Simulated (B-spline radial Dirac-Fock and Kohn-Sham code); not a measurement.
X-ray scattering factor of Ir⁵⁸⁺

System: the Ir⁵⁸⁺ ion in the configuration [Ar] 3d1.

Calculated with a radial atomic solver, using Dirac-Fock densities. f₀ is the Fourier transform of the spherical electron density, S the Waller-Hartree incoherent function, and s = sin θ/λ.

```
s (Å⁻¹)      f₀      S
      0  19.000  0.000
   0.08  18.983  0.018
    0.1  18.973  0.028
   0.11  18.968  0.034
   0.13  18.955  0.048
   0.16  18.932  0.072
   0.19  18.904  0.102
   0.22  18.872  0.136
   0.27  18.807  0.205
   0.31  18.746  0.269
   0.37  18.640  0.380
   0.44  18.494  0.532
   0.52  18.299  0.734
   0.62  18.015  1.025
   0.74  17.621  1.422
   0.87  17.136  1.903
   1.04  16.424  2.589
   1.23  15.551  3.404
   1.46  14.429  4.412
   1.73  13.090  5.570
   2.05  11.567  6.846
   2.43   9.961  8.184
   2.88   8.432  9.517
```

f₀ starts at the number of electrons, 19, and has fallen to half at s ≈ 2.57 Å⁻¹. The sum of ⟨r²⟩ over the electrons is 0.3621 bohr².
